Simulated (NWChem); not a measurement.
System: HSeSBr; SMILES Br[Se]S

Parts of the log:

```
             Northwest Computational Chemistry Package (NWChem) 7.3.0
             --------------------------------------------------------

 C1  symmetry detected

                             Geometry "geometry" -> ""
                             -------------------------

 Output coordinates in angstroms (scale by  1.889725989 to convert to a.u.)

  No.       Tag          Charge          X              Y              Z
 ---- ---------------- ---------- -------------- -------------- --------------
    1 Se                  34.0000     0.72668103    -0.60689152     0.00482648
    2 Br                  35.0000    -0.22761933     1.54258724     0.00789349
    3 S                   16.0000    -0.97126398    -1.95758408     0.05261285
    4 H                    1.0000    -1.20025471    -2.03489648    -1.28217824

 Effective nuclear repulsion energy (a.u.)     500.7900442721

                                 NWChem DFT Module
                                 -----------------

 Summary of "ao basis" -> "ao basis" (spherical)
 ------------------------------------------------------------------------------
       Tag                 Description            Shells   Functions and Types
 ---------------- ------------------------------  ------  ---------------------
 Se                         def2-svp                12       32   5s4p3d
 Br                         def2-svp                12       32   5s4p3d
 S                          def2-svp                 8       18   4s3p1d
 H                          def2-svp                 3        5   2s1p

            General Information
            -------------------
          SCF calculation type: DFT
          Wavefunction type:  closed shell.
          No. of atoms     :     4
          No. of electrons :    86
           Alpha electrons :    43
            Beta electrons :    43
          Charge           :     0
          Spin multiplicity:     1
          Use of symmetry is: off; symmetry adaption is: off
          Maximum number of iterations: 150
          AO basis - number of functions:    87
                     number of shells:    35
          Convergence on energy requested:  1.00D-06
          Convergence on density requested:  1.00D-05
          Convergence on gradient requested:  5.00D-04

              XC Information
              --------------
                     Hartree-Fock (Exact) Exchange  1.000
                   CAM-Becke88 Exchange Functional  1.000
              Lee-Yang-Parr Correlation Functional  1.000

           Range-Separation Parameters
           ---------------------------
           Alpha           :  0.00
           Beta            :  1.00
           Gamma           :  0.33
           Short-Range HF  :     F

             Grid Information
             ----------------
          Grid used for XC integration:  medium
          Radial quadrature: Mura-Knowles
          Angular quadrature: Lebedev.
          Tag              B.-S. Rad. Rad. Pts. Rad. Cut. Ang. Pts.
          ---              ---------- --------- --------- ---------
          Se                  1.15      112           8.0       590
          Br                  1.15      112          11.0       590
          S                   1.00       88          10.0       590
          H                   0.35       45          10.0       434
          Grid pruning is: on
          Number of quadrature shells:   357
          Spatial weights used:  Erf1

      Superposition of Atomic Density Guess
      -------------------------------------

 Sum of atomic energies:       -5369.44419122

      Non-variational initial energy
      ------------------------------

 Total energy =   -5369.870728
 1-e energy   =   -8475.529743
 2-e energy   =    2604.868970
 HOMO         =      -0.232338
 LUMO         =      -0.060299

     ---------------------------------------------
      Total Density - Mulliken Population Analysis
     ---------------------------------------------

    Atom       Charge   Shell Charges
 -----------   ------   -------------------------------------------------------
    1 Se  34    33.73   2.00  2.00  2.00  1.35  0.54  6.00  5.98  1.62  2.16  8.20  1.75  0.13
    2 Br  35    35.31   2.00  2.00  2.00  1.38  0.58  6.00  5.99  2.32  3.03  8.23  1.73  0.07
    3 S   16    16.14   2.00  1.99  1.20  0.64  5.94  1.69  2.64  0.04
    4 H    1     0.82   0.59  0.20  0.03

   convergence    iter        energy       DeltaE   RMS-Dens  Diis-err
 ---------------- ----- ----------------- --------- --------- ---------
 d= 0,ls=0.0,diis     1  -5372.8276461177 -5.87D+03  8.90D-03  7.06D-01
 d= 0,ls=0.0,diis     2  -5372.8717522599 -4.41D-02  3.98D-03  1.61D-01
 d= 0,ls=0.0,diis     3  -5372.8854984858 -1.37D-02  1.16D-03  1.72D-02
 d= 0,ls=0.0,diis     4  -5372.8869328266 -1.43D-03  2.14D-04  1.30D-03
 d= 0,ls=0.0,diis     5  -5372.8870135785 -8.08D-05  1.13D-04  2.84D-05
  Resetting Diis
 d= 0,ls=0.0,diis     6  -5372.8870228074 -9.23D-06  5.50D-05  4.46D-06
 d= 0,ls=0.0,diis     7  -5372.8870247577 -1.95D-06  2.23D-05  9.35D-07
 d= 0,ls=0.0,diis     8  -5372.8870251113 -3.54D-07  9.09D-06  4.68D-07

         Total DFT energy =    -5372.887025111331
      One electron energy =    -8473.294734948431
           Coulomb energy =     2803.207242154490
    Exchange-Corr. energy =     -203.589576589499
 Nuclear repulsion energy =      500.790044272109

 Numeric. integr. density =       85.999996193948

                       DFT Final Molecular Orbital Analysis
                       ------------------------------------

 Vector   41  Occ=2.000000D+00  E=-3.868959D-01
              MO Center= -2.0D-01,  8.0D-01,  1.5D-02, r^2= 3.4D+00
   Bfn.  Coefficient  Atom+Function         Bfn.  Coefficient  Atom+Function
  ----- ------------  ---------------      ----- ------------  ---------------
    47      0.527158  2 Br px                44      0.471780  2 Br px
    41     -0.312653  2 Br px                75      0.231088  3 S  px
    72      0.176808  3 S  px                12     -0.174401  1 Se px
     4     -0.158761  1 Se s                 15     -0.126245  1 Se px
     5     -0.122383  1 Se s                  9      0.105471  1 Se px

 Vector   42  Occ=2.000000D+00  E=-3.714644D-01
              MO Center= -6.9D-01, -1.1D+00,  2.1D-02, r^2= 3.9D+00
   Bfn.  Coefficient  Atom+Function         Bfn.  Coefficient  Atom+Function
  ----- ------------  ---------------      ----- ------------  ---------------
    76      0.439982  3 S  py                75     -0.361451  3 S  px
    73      0.319078  3 S  py                48      0.285275  2 Br py
    45      0.270789  2 Br py                72     -0.261470  3 S  px
    70      0.180042  3 S  py                42     -0.176996  2 Br py
    69     -0.147691  3 S  px                 4      0.111012  1 Se s

 Vector   43  Occ=2.000000D+00  E=-3.326877D-01
              MO Center=  2.9D-01, -3.4D-02, -1.7D-02, r^2= 3.4D+00
   Bfn.  Coefficient  Atom+Function         Bfn.  Coefficient  Atom+Function
  ----- ------------  ---------------      ----- ------------  ---------------
    17      0.518463  1 Se pz                14      0.455508  1 Se pz
    49     -0.385906  2 Br pz                46     -0.328306  2 Br pz
    11     -0.280545  1 Se pz                43      0.215042  2 Br pz
    83      0.124391  4 H  s                 68     -0.119586  3 S  s
    84      0.097487  4 H  s                  8      0.090932  1 Se pz

 Vector   44  Occ=0.000000D+00  E=-1.725405D-02
              MO Center=  1.9D-01,  7.6D-02,  7.7D-03, r^2= 3.9D+00
   Bfn.  Coefficient  Atom+Function         Bfn.  Coefficient  Atom+Function
  ----- ------------  ---------------      ----- ------------  ---------------
    48      0.587177  2 Br py                16      0.524523  1 Se py
    15     -0.464753  1 Se px                 4      0.337032  1 Se s
    45      0.321333  2 Br py                13      0.314346  1 Se py
    76     -0.291278  3 S  py                12     -0.266480  1 Se px
    37     -0.218698  2 Br s                 42     -0.216591  2 Br py

 Vector   45  Occ=0.000000D+00  E= 3.141024D-02
              MO Center=  7.2D-02, -1.0D+00, -1.5D-02, r^2= 3.6D+00
   Bfn.  Coefficient  Atom+Function         Bfn.  Coefficient  Atom+Function
  ----- ------------  ---------------      ----- ------------  ---------------
    16      0.623961  1 Se py                75      0.603018  3 S  px
    15      0.572348  1 Se px                68      0.460903  3 S  s
    76      0.437375  3 S  py                13      0.299464  1 Se py
    12      0.267303  1 Se px                 4     -0.251185  1 Se s
    72      0.246058  3 S  px                67      0.240575  3 S  s

 Vector   46  Occ=0.000000D+00  E= 9.858161D-02
              MO Center= -1.1D+00, -2.0D+00, -1.0D+00, r^2= 2.8D+00
   Bfn.  Coefficient  Atom+Function         Bfn.  Coefficient  Atom+Function
  ----- ------------  ---------------      ----- ------------  ---------------
    84      1.374809  4 H  s                 77      0.909422  3 S  pz
    68     -0.789992  3 S  s                 83      0.265728  4 H  s
    74      0.253615  3 S  pz                67     -0.200781  3 S  s
     4     -0.195251  1 Se s                 75      0.190433  3 S  px
     5      0.175587  1 Se s                 71      0.152668  3 S  pz

     ---------------------------------------------
      Total Density - Mulliken Population Analysis
     ---------------------------------------------

    Atom       Charge   Shell Charges
 -----------   ------   -------------------------------------------------------
    1 Se  34    33.90   2.00  2.00  1.99  1.48  0.44  6.00  5.97  1.90  1.99  8.15  1.78  0.21
    2 Br  35    35.14   2.00  2.00  1.99  1.44  0.53  6.00  5.97  2.37  2.81  8.18  1.76  0.10
    3 S   16    16.04   2.00  1.98  1.26  0.60  5.92  1.83  2.38  0.07
    4 H    1     0.91   0.69  0.19  0.03

     -------------------------------------------
      Total Density - Lowdin Population Analysis
     -------------------------------------------

    Atom       Charge   Shell Charges
 -----------   ------   -------------------------------------------------------
    1 Se  34    33.97   2.00  2.00  1.96  1.16  0.69  5.99  5.79  1.99  2.18  7.81  2.05  0.34
    2 Br  35    35.11   2.00  2.00  1.96  1.16  0.79  5.99  5.81  2.47  2.88  7.82  2.05  0.18
    3 S   16    15.91   2.00  1.95  1.00  0.70  5.80  1.89  2.48  0.08
    4 H    1     1.01   0.62  0.32  0.08

     Multipole analysis of the density
     ---------------------------------

     L   x y z        total         alpha         beta         nuclear
     -   - - -        -----         -----         ----         -------
     0   0 0 0     -0.000000    -43.000000    -43.000000     86.000000

     1   1 0 0      0.002360      0.001180      0.001180     -0.000000
     1   0 1 0     -0.520575     -0.260288     -0.260288      0.000000
     1   0 0 1     -0.406082     -0.203041     -0.203041      0.000000

     2   2 0 0    -35.752955    -82.694618    -82.694618    129.636281
     2   1 1 0      0.547199     -9.689370     -9.689370     19.925940
     2   1 0 1      1.179053     -0.799062     -0.799062      2.777177
     2   0 2 0    -35.489959   -305.685068   -305.685068    575.880177
     2   0 1 1      1.724189     -1.437273     -1.437273      4.598735
     2   0 0 2    -36.770293    -21.404917    -21.404917      6.039540
```

Level: LC-BLYP (range parameter 0.33 per bohr)/def2-SVP. All runs use the structure optimised with PBE0/def2-SVP.

Q: Write an input that gives this output.

A: This is not unique; one that fits is the input that was run:
```
start job
memory heap 200 mb stack 900 mb global 1100 mb
geometry units angstroms noautoz
  Se     0.727604    -0.600192     0.006332
  Br    -0.218776     1.552782     0.011365
  S     -0.975213    -1.944637     0.056860
  H     -1.206796    -2.020903    -1.277544
end
basis spherical
  Se library def2-svp
  Br library def2-svp
  S library def2-svp
  H library def2-svp
end
dft
  xc xcamb88 1.00 lyp 1.0 hfexch 1.00
  cam 0.33 cam_alpha 0.0 cam_beta 1.0
  iterations 150
  mulliken
end
task dft energy
```
